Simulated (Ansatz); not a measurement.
Steps of a relaxation of C$_{2}$H$_{7}$ClFNSi$_{2}$, SMILES `C=C[SiH](F)N[SiH2]Cl` with RKS PBE0-D4/def2-TZVP.

```sh
$ ansatz run in.yaml --threads 2 --pin off --events-out ev --progress --plain --max-ram 22528MiB --backend cuda --devices 0, --max-vram 18GiB
```

```yaml
crystal:
  periodic: [false, false, false]
  atoms:
    - {symbol: C, position_ang: [-0.074490, -0.248710, -2.250990]}
    - {symbol: C, position_ang: [-0.757680, 0.521980, -1.418700]}
    - {symbol: Si, position_ang: [-0.042050, 1.371920, 0.092110]}
    - {symbol: F, position_ang: [-1.055940, 2.553050, 0.528770]}
    - {symbol: N, position_ang: [-0.055200, 0.316330, 1.468040]}
    - {symbol: Si, position_ang: [0.406310, -1.340740, 1.606480]}
    - {symbol: Cl, position_ang: [2.076100, -1.603370, 0.528790]}
    - {symbol: H, position_ang: [0.978100, -0.438030, -2.116680]}
    - {symbol: H, position_ang: [-0.532750, -0.729340, -3.102260]}
    - {symbol: H, position_ang: [-1.813960, 0.675370, -1.611500]}
    - {symbol: H, position_ang: [1.248450, 2.017300, -0.087660]}
    - {symbol: H, position_ang: [-0.449450, 0.728910, 2.297360]}
    - {symbol: H, position_ang: [0.679640, -1.590520, 3.016970]}
    - {symbol: H, position_ang: [-0.607060, -2.234140, 1.049270]}
basis:
  gaussian: {orbitals: def2-TZVP}
hamiltonian: {xc: pbe0, dispersion: d4}
relax: {f_tol: 0.005, max_steps: 150}
```

Positions (Å) and forces (eV/Å) along the path, 11 of 25 steps:

```xyz
14
step=1 energy=-34663.2016 eV
C    -0.074   -0.249   -2.251    0.090   -0.024   -0.046
C    -0.758    0.522   -1.419    0.257    0.464    0.494
Si   -0.042    1.372    0.092   -1.141   -0.301    0.445
F    -1.056    2.553    0.529    0.236   -0.221   -0.224
N    -0.055    0.316    1.468    0.138   -0.243   -0.429
Si    0.406   -1.341    1.606   -0.863    1.090    0.174
Cl    2.076   -1.603    0.529    0.938   -0.247   -0.565
H     0.978   -0.438   -2.117    0.308   -0.049    0.003
H    -0.533   -0.729   -3.102   -0.125   -0.116   -0.166
H    -1.814    0.675   -1.611   -0.178    0.019    0.042
H     1.248    2.017   -0.088    0.467    0.100   -0.256
H    -0.449    0.729    2.297    0.006    0.125    0.195
H     0.680   -1.591    3.017    0.040   -0.235    0.407
H    -0.607   -2.234    1.049   -0.173   -0.364   -0.075
14
step=2 energy=-34663.2957 eV
C    -0.056   -0.221   -2.252    0.041   -0.017    0.017
C    -0.757    0.540   -1.418   -0.023    0.065    0.307
Si   -0.075    1.374    0.098   -0.375    0.112    0.013
F    -1.064    2.580    0.511    0.201   -0.247   -0.100
N    -0.075    0.326    1.473   -0.023   -0.150   -0.150
Si    0.385   -1.327    1.605   -0.118    0.326   -0.049
Cl    2.106   -1.647    0.517   -0.002    0.008    0.024
H     1.014   -0.365   -2.139    0.037   -0.004    0.006
H    -0.521   -0.754   -3.076    0.009    0.057   -0.042
H    -1.830    0.641   -1.583   -0.012   -0.053   -0.005
H     1.243    1.985   -0.149    0.133   -0.002   -0.028
H    -0.404    0.762    2.326    0.120   -0.030   -0.011
H     0.647   -1.627    3.026    0.033   -0.017    0.096
H    -0.613   -2.267    1.061   -0.019   -0.048   -0.078
14
step=5 energy=-34663.3481 eV
C    -0.042   -0.147   -2.276   -0.089   -0.093    0.021
C    -0.804    0.470   -1.372   -0.010   -0.115   -0.186
Si   -0.101    1.347    0.086    0.074    0.118   -0.047
F    -1.038    2.585    0.475    0.033    0.032    0.007
N    -0.092    0.331    1.476   -0.150    0.248    0.374
Si    0.334   -1.317    1.615    0.133   -0.205    0.001
Cl    2.109   -1.692    0.617   -0.074    0.023    0.052
H     1.046   -0.150   -2.209   -0.112    0.026   -0.014
H    -0.472   -0.706   -3.111    0.105    0.146    0.124
H    -1.889    0.437   -1.495    0.108   -0.054    0.047
H     1.246    1.896   -0.224   -0.105   -0.036    0.029
H    -0.197    0.826    2.363    0.117   -0.215   -0.346
H     0.542   -1.630    3.051   -0.040    0.032   -0.061
H    -0.641   -2.250    1.003    0.010    0.092   -0.001
14
step=9 energy=-34663.4099 eV
C    -0.011   -0.087   -2.283   -0.052    0.031   -0.063
C    -0.790    0.302   -1.275   -0.025   -0.020    0.078
Si   -0.116    1.350    0.087    0.008    0.044    0.016
F    -1.077    2.579    0.442   -0.011   -0.006   -0.050
N     0.004    0.400    1.518    0.016    0.019    0.048
Si    0.253   -1.293    1.587   -0.029   -0.002   -0.092
Cl    2.051   -1.850    0.726   -0.066   -0.002    0.070
H     1.024    0.236   -2.362   -0.018   -0.016    0.019
H    -0.369   -0.737   -3.078    0.019    0.018    0.040
H    -1.822   -0.048   -1.235    0.080    0.012   -0.032
H     1.179    1.946   -0.326   -0.030   -0.005    0.013
H     0.180    0.908    2.377    0.033   -0.067   -0.086
H     0.286   -1.707    3.007    0.013   -0.005   -0.002
H    -0.793   -2.001    0.816    0.062   -0.001    0.041
14
step=12 energy=-34663.4226 eV
C    -0.017   -0.030   -2.319   -0.097    0.000    0.135
C    -0.773    0.255   -1.257    0.165    0.033   -0.134
Si   -0.126    1.345    0.081   -0.023    0.002    0.072
F    -1.144    2.534    0.422    0.011   -0.048   -0.008
N     0.078    0.408    1.513    0.011   -0.013   -0.062
Si    0.228   -1.299    1.607    0.030    0.070    0.110
Cl    2.031   -1.982    0.867   -0.020    0.002    0.023
H     0.983    0.379   -2.435   -0.021    0.005    0.010
H    -0.356   -0.691   -3.111   -0.007    0.007   -0.016
H    -1.767   -0.179   -1.188   -0.034   -0.029   -0.006
H     1.126    2.005   -0.355    0.006   -0.001    0.008
H     0.384    0.912    2.337   -0.012   -0.045   -0.050
H     0.165   -1.693    3.035    0.026    0.007   -0.051
H    -0.814   -1.963    0.803   -0.036    0.010   -0.030
14
step=15 energy=-34663.4267 eV
C    -0.016    0.016   -2.363    0.021    0.006   -0.035
C    -0.746    0.230   -1.272   -0.069    0.059    0.065
Si   -0.135    1.328    0.077    0.136   -0.083   -0.072
F    -1.216    2.444    0.440   -0.111    0.092    0.040
N     0.164    0.396    1.491   -0.026    0.082   -0.044
Si    0.215   -1.305    1.651    0.034   -0.061    0.035
Cl    1.991   -2.122    0.985   -0.023    0.009    0.006
H     0.950    0.494   -2.501    0.028   -0.030   -0.003
H    -0.345   -0.638   -3.165   -0.005    0.007   -0.018
H    -1.718   -0.251   -1.188    0.010   -0.051   -0.002
H     1.072    2.066   -0.365   -0.005   -0.005    0.013
H     0.526    0.914    2.282    0.012   -0.023    0.026
H     0.109   -1.648    3.086    0.003   -0.008   -0.008
H    -0.852   -1.924    0.841   -0.005    0.006   -0.003
14
step=19 energy=-34663.4283 eV
C    -0.005    0.027   -2.371    0.009    0.001    0.001
C    -0.735    0.225   -1.276   -0.006   -0.005    0.002
Si   -0.140    1.329    0.075   -0.010    0.025   -0.005
F    -1.255    2.417    0.447    0.013   -0.016   -0.007
N     0.187    0.399    1.483    0.003   -0.005    0.011
Si    0.207   -1.304    1.661   -0.005    0.000   -0.009
Cl    1.951   -2.165    0.973   -0.003    0.002   -0.002
H     0.958    0.512   -2.510    0.001    0.001    0.002
H    -0.328   -0.627   -3.175   -0.003   -0.001   -0.003
H    -1.694   -0.282   -1.191   -0.001    0.000    0.001
H     1.047    2.101   -0.359   -0.003   -0.003    0.003
H     0.576    0.909    2.266    0.002    0.000   -0.002
H     0.120   -1.632    3.100    0.000   -0.004    0.006
H    -0.890   -1.906    0.876    0.006    0.005    0.003
14
step=21 energy=-34663.4285 eV
C     0.006    0.027   -2.369    0.003   -0.009    0.006
C    -0.729    0.221   -1.277    0.007    0.012   -0.002
Si   -0.146    1.330    0.076   -0.007   -0.002    0.007
F    -1.277    2.399    0.449    0.006   -0.005   -0.004
N     0.200    0.401    1.482    0.003    0.005    0.010
Si    0.201   -1.301    1.663    0.007   -0.003   -0.004
Cl    1.925   -2.184    0.949   -0.009    0.005    0.004
H     0.966    0.518   -2.506   -0.001    0.002    0.001
H    -0.312   -0.629   -3.175   -0.001    0.004   -0.001
H    -1.685   -0.292   -1.196   -0.007   -0.005    0.002
H     1.030    2.119   -0.355    0.001   -0.001    0.000
H     0.604    0.910    2.258   -0.003   -0.004   -0.012
H     0.132   -1.627    3.105    0.001    0.001   -0.008
H    -0.914   -1.891    0.896    0.001    0.001    0.003
14
step=22 energy=-34663.4285 eV
C     0.009    0.024   -2.366   -0.008   -0.001    0.001
C    -0.729    0.221   -1.276    0.013    0.007   -0.002
Si   -0.148    1.331    0.077   -0.007   -0.007    0.006
F    -1.281    2.399    0.448    0.001    0.001   -0.002
N     0.199    0.402    1.482    0.001    0.004    0.007
Si    0.200   -1.300    1.661    0.007   -0.002    0.006
Cl    1.919   -2.183    0.939   -0.003    0.000   -0.002
H     0.970    0.514   -2.501    0.001    0.000    0.001
H    -0.308   -0.631   -3.172    0.003    0.000    0.002
H    -1.686   -0.291   -1.196   -0.008   -0.003    0.001
H     1.028    2.122   -0.354    0.003    0.001   -0.001
H     0.607    0.910    2.256   -0.002   -0.001   -0.008
H     0.139   -1.629    3.103   -0.003    0.004   -0.009
H    -0.920   -1.888    0.899    0.001   -0.001    0.000
14
step=23 energy=-34663.4285 eV
C     0.011    0.022   -2.362   -0.009   -0.002    0.002
C    -0.730    0.221   -1.275    0.010    0.003   -0.004
Si   -0.150    1.332    0.077   -0.003   -0.007    0.001
F    -1.282    2.401    0.447   -0.003    0.004    0.001
N     0.197    0.403    1.483    0.002    0.000    0.004
Si    0.200   -1.299    1.659   -0.004   -0.003    0.004
Cl    1.917   -2.179    0.929    0.005   -0.003   -0.001
H     0.973    0.509   -2.495    0.002    0.001    0.000
H    -0.305   -0.635   -3.168    0.003    0.000    0.001
H    -1.688   -0.289   -1.197   -0.005    0.000    0.000
H     1.027    2.121   -0.353    0.003    0.002   -0.001
H     0.607    0.910    2.256    0.000    0.003   -0.001
H     0.142   -1.630    3.100    0.001    0.003   -0.006
H    -0.921   -1.887    0.899   -0.002   -0.001   -0.001
14
step=25 energy=-34663.4285 eV
C     0.013    0.019   -2.359    0.000   -0.003    0.003
C    -0.732    0.223   -1.275   -0.002   -0.002   -0.002
Si   -0.152    1.333    0.078    0.004    0.001   -0.003
F    -1.283    2.402    0.448   -0.003    0.002    0.002
N     0.195    0.404    1.483    0.000   -0.003   -0.003
Si    0.201   -1.299    1.656   -0.004    0.000    0.003
Cl    1.917   -2.178    0.922    0.003   -0.001   -0.002
H     0.978    0.502   -2.488   -0.001    0.001   -0.001
H    -0.302   -0.639   -3.164    0.000    0.000    0.000
H    -1.692   -0.283   -1.200    0.001    0.003   -0.001
H     1.026    2.123   -0.352    0.000    0.001    0.000
H     0.607    0.910    2.256    0.001    0.003    0.004
H     0.147   -1.631    3.097    0.000   -0.001    0.002
H    -0.922   -1.886    0.899    0.000    0.000   -0.001
```

It took 49 s on 2 threads of an AMD EPYC 7R13 on a shared host and a share of an NVIDIA H100 80 GB, with 0.97 GiB of host memory at the peak.
